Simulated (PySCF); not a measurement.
HI, charge +1, doublet, at a GFN2-xTB geometry (a state made from the parent by changing its charge; the spin is typed, not shown lowest) (all electrons, no relativity). Base run: CAMB3LYP/6-311G** (PySCF).

PySCF was given this input:
```python
from pyscf import gto, scf, dft

mol = gto.Mole()
mol.atom = '''
    I    -0.000000   -0.000000   -0.030036
    H     0.000000    0.000000    1.591930
'''
mol.basis = '6-311g**'
mol.charge = 1
mol.spin = 1
mol.verbose = 5
mol.build()

mf = dft.UKS(mol)
mf.xc = 'camb3lyp'
mf.kernel()
mf.analyze()
```

Each row names what was changed in the base input (with any setting that the change needs).

```tsv
change	basis functions	E (Eh)	HOMO (eV)
base	68	-6919.97202	-16.94
basis = STO-3G	28	-6853.31369	-16.00
basis = 3-21G	33	-6890.44440	-16.80
```

Totals compare only among sets that treat the same electrons; sets with core potentials leave the core out.

Open shells are given as the SCF converged; they aren't shown to be the lowest states, and a large step between rows can be another state.
